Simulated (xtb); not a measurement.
A run for xtb: GFN2-xTB on H4SeSi (SMILES [SiH3][SeH]), a point of a torsion scan.

```
$ xtb mol.xyz --gfn 2 --sp --chrg 0 --uhf 0
6

Si    -0.62849053     0.01908287     0.01436666
Se     1.50951134     0.82620990    -0.06790557
H     -0.74216924    -0.73636477     1.25471002
H     -1.48675058     1.19434097    -0.01391366
H     -0.83471264    -0.83702963    -1.14833466
H      2.07561875    -0.10090036     0.86703987
```

It printed:

```
[...]
           -------------------------------------------------
          |                Calculation Setup                |
           -------------------------------------------------



           -------------------------------------------------
          |                 G F N 2 - x T B                 |
           -------------------------------------------------

        Reference                      10.1021/acs.jctc.8b01176
      * Hamiltonian:
        H0-scaling (s, p, d)           1.850000    2.230000    2.230000
        zeta-weighting                 0.500000
      * Dispersion:
        s8                             2.700000
        a1                             0.520000
        a2                             5.000000
        s9                             5.000000
      * Repulsion:
        kExp                           1.500000    1.000000
        rExp                           1.000000
      * Coulomb:
        alpha                          2.000000
        third order                    shell-resolved
        anisotropic                    true
        a3                             3.000000
        a5                             4.000000
        cn-shift                       1.200000
        cn-exp                         4.000000
        max-rad                        5.000000


          ...................................................
          :                      SETUP                      :
          :.................................................:
          :  # basis functions                  24          :
          :  # atomic orbitals                  22          :
          :  # shells                           10          :
          :  # electrons                        14          :
          :  max. iterations                   250          :
          :  Hamiltonian                  GFN2-xTB          :
          :  restarted?                      false          :
          :  GBSA solvation                  false          :
          :  PC potential                    false          :
          :  electronic temp.          300.0000000     K    :
          :  accuracy                    1.0000000          :
          :  -> integral cutoff          0.2500000E+02      :
          :  -> integral neglect         0.1000000E-07      :
          :  -> SCF convergence          0.1000000E-05 Eh   :
          :  -> wf. convergence          0.1000000E-03 e    :
          :  Broyden damping             0.4000000          :
          :  net charge                          0          :
          :  unpaired electrons                  0          :
          ...................................................

 iter      E             dE          RMSdq      gap      omega  full diag
   1     -6.8914008 -0.689140E+01  0.105E+01    5.22       0.0  T
   2     -7.0000438 -0.108643E+00  0.300E+00    4.06       1.0  T
   3     -7.0046294 -0.458557E-02  0.253E+00    4.48       1.0  T
   4     -7.0053062 -0.676874E-03  0.816E-01    4.33       1.0  T
   5     -7.0046918  0.614464E-03  0.917E-01    4.46       1.0  T
   6     -7.0057035 -0.101176E-02  0.109E-01    4.36       1.0  T
   7     -7.0056991  0.439598E-05  0.106E-01    4.35       1.0  T
   8     -7.0057061 -0.698188E-05  0.834E-03    4.36       4.9  T
   9     -7.0057061 -0.121654E-07  0.344E-03    4.36      11.9  T
  10     -7.0057061 -0.819172E-09  0.266E-03    4.36      15.3  T
  11     -7.0057061 -0.164783E-08  0.692E-04    4.36      59.0  T
  12     -7.0057061 -0.376899E-10  0.115E-04    4.36     356.1  T

   *** convergence criteria satisfied after 12 iterations ***

         #    Occupation            Energy/Eh            Energy/eV
      -------------------------------------------------------------
         1        2.0000           -0.7697156             -20.9450
         2        2.0000           -0.7003842             -19.0584
         3        2.0000           -0.4789567             -13.0331
         4        2.0000           -0.4565268             -12.4227
         5        2.0000           -0.4537788             -12.3479
         6        2.0000           -0.4172824             -11.3548
         7        2.0000           -0.3831828             -10.4269 (HOMO)
         8                         -0.2231245              -6.0715 (LUMO)
         9                         -0.2114493              -5.7538
        10                         -0.2025145              -5.5107
        11                         -0.1784654              -4.8563
        12                         -0.1001621              -2.7256
       ...                                ...                  ...
        22                          1.1454530              31.1694
      -------------------------------------------------------------
                  HL-Gap            0.1600583 Eh            4.3554 eV
             Fermi-level           -0.3031536 Eh           -8.2492 eV

 SCC (total)                   0 d,  0 h,  0 min,  0.004 sec
 SCC setup                      ...        0 min,  0.000 sec (  1.706%)
 Dispersion                     ...        0 min,  0.000 sec (  0.645%)
 classical contributions        ...        0 min,  0.000 sec (  0.291%)
 integral evaluation            ...        0 min,  0.001 sec ( 14.167%)
 iterations                     ...        0 min,  0.002 sec ( 58.029%)
 molecular gradient             ...        0 min,  0.001 sec ( 22.356%)
 printout                       ...        0 min,  0.000 sec (  2.557%)

         :::::::::::::::::::::::::::::::::::::::::::::::::::::
         ::                     SUMMARY                     ::
         :::::::::::::::::::::::::::::::::::::::::::::::::::::
         :: total energy              -6.964365975722 Eh    ::
         :: gradient norm              0.000713939614 Eh/a0 ::
         :: HOMO-LUMO gap              4.355407360910 eV    ::
         ::.................................................::
         :: SCC energy                -7.005705717253 Eh    ::
         :: -> isotropic ES            0.018339749843 Eh    ::
         :: -> anisotropic ES          0.001285008186 Eh    ::
         :: -> anisotropic XC          0.002261203581 Eh    ::
         :: -> dispersion             -0.002836943053 Eh    ::
         :: repulsion energy           0.041339741531 Eh    ::
         :: add. restraining           0.000000000000 Eh    ::
         :: total charge               0.000000000000 e     ::
         :::::::::::::::::::::::::::::::::::::::::::::::::::::

           -------------------------------------------------
          |                Property Printout                |
           -------------------------------------------------

    * Orbital Energies and Occupations

         #    Occupation            Energy/Eh            Energy/eV
      -------------------------------------------------------------
         1        2.0000           -0.7697156             -20.9450
         2        2.0000           -0.7003842             -19.0584
         3        2.0000           -0.4789567             -13.0331
         4        2.0000           -0.4565268             -12.4227
         5        2.0000           -0.4537788             -12.3479
         6        2.0000           -0.4172824             -11.3548
         7        2.0000           -0.3831828             -10.4269 (HOMO)
         8                         -0.2231245              -6.0715 (LUMO)
         9                         -0.2114493              -5.7538
        10                         -0.2025145              -5.5107
        11                         -0.1784654              -4.8563
        12                         -0.1001621              -2.7256
        13                         -0.0970002              -2.6395
        14                         -0.0660639              -1.7977
Note: The following floating-point exceptions are signalling: IEEE_UNDERFLOW_FLAG IEEE_DENORMAL
normal termination of xtb
        15                         -0.0089041              -0.2423
        16                          0.0811775               2.2090
        17                          0.0967597               2.6330
        18                          0.4811609              13.0931
       ...                                ...                  ...
        22                          1.1454530              31.1694
      -------------------------------------------------------------
                  HL-Gap            0.1600583 Eh            4.3554 eV
             Fermi-level           -0.3031536 Eh           -8.2492 eV

     #   Z          covCN         q      C6AA      α(0)
     1  14 Si       3.633     0.488    97.995    18.989
     2  34 Se       1.798    -0.439   250.891    27.602
     3   1 H        0.920    -0.071     4.656     3.375
     4   1 H        0.920    -0.068     4.569     3.343
     5   1 H        0.920    -0.065     4.488     3.313
     6   1 H        0.926     0.156     1.353     1.819

 Mol. C6AA /au·bohr⁶  :       1103.790063
 Mol. C8AA /au·bohr⁸  :      59107.420497
 Mol. α(0) /au        :         58.440475


Wiberg/Mayer (AO) data.
largest (>0.10) Wiberg bond orders for each atom

 ---------------------------------------------------------------------------
     #   Z sym  total        # sym  WBO       # sym  WBO       # sym  WBO
 ---------------------------------------------------------------------------
     1  14 Si   3.648 --     2 Se   0.966     4 H    0.888     5 H    0.888
                             3 H    0.887
     2  34 Se   2.051 --     1 Si   0.966     6 H    0.957
     3   1 H    0.995 --     1 Si   0.887
     4   1 H    0.995 --     1 Si   0.888
     5   1 H    0.996 --     1 Si   0.888
     6   1 H    0.976 --     2 Se   0.957
 ---------------------------------------------------------------------------

Topologies differ in total number of bonds
Writing topology from bond orders to xtbtopo.mol

molecular dipole:
                 x           y           z       tot (Debye)
 q only:       -0.824      -0.648       0.299
   full:       -0.915      -0.649       0.280       2.938
molecular quadrupole (traceless):
                xx          xy          yy          xz          yz          zz
 q only:       -0.320      -2.940      -0.901       1.732       0.082       1.221
  q+dip:       -2.637      -4.416       0.050       2.026      -0.150       2.587
   full:       -1.511      -4.200      -0.464       2.399      -0.908       1.976


           -------------------------------------------------
          | TOTAL ENERGY               -6.964365975722 Eh   |
          | GRADIENT NORM               0.000713939614 Eh/α |
          | HOMO-LUMO GAP               4.355407360910 eV   |
           -------------------------------------------------

------------------------------------------------------------------------
------------------------------------------------------------------------
 total:
 SCF:
```

The run finished.

Cost: roughly 0.03 core-seconds.
